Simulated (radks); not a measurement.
Ta5+, configuration [Xe] 4f14. All-electron calculation, scalar-relativistic Kohn-Sham, PBEsol, spin-polarised, spherical densities, point nucleus. Program: a radial shooting solver on a logarithmic mesh with Libxc functionals.

Normalised radial functions P(r) = r R(r), r in bohr:

r	4d	5s	5p
0.002384	0.0002	0.1160	0.0071
0.003129	0.0004	0.1367	0.0111
0.004107	0.0008	0.1574	0.0173
0.005434	0.0017	0.1760	0.0273
0.007132	0.0035	0.1868	0.0419
0.009362	0.0071	0.1843	0.0633
0.01239	0.0148	0.1593	0.0942
0.01626	0.0296	0.1049	0.1340
0.02134	0.0578	0.0164	0.1812
0.02824	0.1111	-0.1039	0.2291
0.03706	0.2001	-0.2224	0.2573
0.04865	0.3393	-0.2918	0.2393
0.06437	0.5363	-0.2449	0.1415
0.08449	0.7470	-0.0490	-0.0379
0.1109	0.8861	0.2342	-0.2487
0.1467	0.8021	0.4201	-0.3667
0.1926	0.3708	0.2813	-0.2431
0.2548	-0.3937	-0.1862	0.1310
0.3345	-1.1524	-0.5857	0.4864
0.4391	-1.5322	-0.4766	0.4862
0.5809	-1.3630	0.1939	0.0091
0.7625	-0.8723	0.8939	-0.6264
1.001	-0.4012	1.1450	-1.0174
1.324	-0.1219	0.8795	-0.9659
1.738	-0.0240	0.4421	-0.6161
2.282	-0.0026	0.1398	-0.2619
3.019	-0.0001	0.0239	-0.0659
3.963	0.0000	0.0021	-0.0092

4d: eigenvalue -279.86 eV, 1 radial node at r = 0.223 bohr, <r> = 0.523 bohr, 90 % of the charge inside 0.785 bohr. 5s: eigenvalue -129.97 eV, 4 radial nodes at r = 0.0222, 0.0888, 0.231, 0.542 bohr, <r> = 1.08 bohr, 90 % of the charge inside 1.55 bohr. 5p: eigenvalue -95.186 eV, 3 radial nodes at r = 0.0804, 0.234, 0.583 bohr, <r> = 1.24 bohr, 90 % of the charge inside 1.80 bohr.
